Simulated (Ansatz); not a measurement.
Computed with Ansatz on PBE0-D4/def2-TZVP structures; ΔE is electronic, products minus reactants. CCSD(T)/CBS adds triple-zeta CCSD(T) − MP2 to the extrapolated MP2 energy (def2 sets, frozen cores). This one scheme is used for every species. DFT in def2-TZVPP. B3LYP here is the variant with VWN-RPA as its local correlation; programs differ in this. HSE06 is defined as in plane-wave codes. For Ga, Ge outer-core shells are correlated without core-valence functions, which leaves a few kJ/mol of doubt a bond. Scalar relativity is left out up to krypton. One conformer a species, not always the lowest.

Consider the hydrogenolysis of a Ga–Ge bond: `O=[CH][Ga]([F])[GeH3]` + H₂ → `O=[CH][GaH][F]` + GeH₄.

`O=[CH][Ga]([F])[GeH3]`:

Cartesian coordinates in Å:
```
O 0.753 2.136 -1.560
C -0.192 1.420 -1.758
Ga -0.591 -0.129 -0.490
F -1.985 -1.064 -1.041
Ge 0.527 -0.870 1.548
H -0.850 1.601 -2.641
H 1.799 -1.646 1.171
H 0.933 0.339 2.404
H -0.392 -1.787 2.367
```

H₂:

Z-matrix (Å, degrees):
```
H
H 1 0.746
```

`O=[CH][GaH][F]`:

Z-matrix (Å, degrees):
```
C
Ga 1 2.030
O 1 1.202 2 120.5
H 1 1.115 2 119.6 3 180.0
F 2 1.762 1 112.4 3 -179.9
H 2 1.556 1 131.1 3 0.1
```

GeH₄:

Z-matrix (Å, degrees):
```
Ge
H 1 1.534
H 1 1.534 2 109.5
H 1 1.534 2 109.5 3 -120.0
H 1 1.534 2 109.5 3 120.0
```

```csv
level,ΔE (kJ/mol),difference from CCSD(T)/CBS
LDA (SPW92),25.5,-0.8
PBE-D4,33.3,7.0
revPBE-D4,33.3,7.0
BLYP-D4,31.8,5.5
r2SCAN-D4,27.5,1.2
B97M-V,7.8,-18.5
PBE0-D4,27.1,0.8
B3LYP-D4,26.6,0.3
r2SCANh-D4,26.1,-0.2
r2SCAN0-D4,24.2,-2.1
CAM-B3LYP-D4,17.2,-9.1
ωB97X-V,17.9,-8.4
ωB97M-V,20.6,-5.7
B2PLYP,20.7,-5.6
PBE-QIDH,21.5,-4.8
PBE,28.6,2.3
r2SCAN,26.2,-0.1
PBE0,22.8,-3.5
B3LYP,19.1,-7.2
r2SCANh,24.7,-1.6
r2SCAN0,22.5,-3.8
HSE06,23.1,-3.2
BHLYP,12.1,-14.2
CAM-B3LYP,12.4,-13.9
LC-ωPBE,13.2,-13.1
HF/def2-SVP,-8.5,-34.8
MP2/def2-SVP,14.8,-11.5
CCSD/def2-SVP,8.9,-17.4
CCSD(T)/def2-SVP,12.4,-13.9
HF/def2-TZVPP,-2.6,-28.9
MP2/def2-TZVPP,26.0,-0.3
SCS-MP2/def2-TZVPP,19.3,-7.0
CCSD/def2-TZVPP,18.2,-8.1
CCSD(T)/def2-TZVPP,22.6,-3.7
HF/def2-QZVPP,-4.2,-30.5
MP2/def2-QZVPP,27.6,1.3
SCS-MP2/def2-QZVPP,20.1,-6.2
HF/CBS(def2),-4.4,-30.7
MP2/CBS(def2),29.7,3.4
CCSD/CBS(def2),21.9,-4.4
CCSD(T)/CBS,26.3,0
```

Largest T1 diagnostic among the species: 0.016.

From BLYP to BHLYP (50 % exact exchange), in def2-TZVPP and without D4, ΔE moves by −11.3 kJ/mol. At CCSD(T), def2-SVP lies −13.9 kJ/mol from the extrapolated value and def2-TZVPP −3.7 kJ/mol. In def2-TZVPP, CCSD(T) changes the Hartree–Fock value by +25.1 kJ/mol (the triples alone add +4.4 kJ/mol) and MP2 by +28.6 kJ/mol.

CCSD(T)/CBS has its own doubt, a few kJ/mol and more with outer-core shells, so smaller differences from it don't rank the levels.
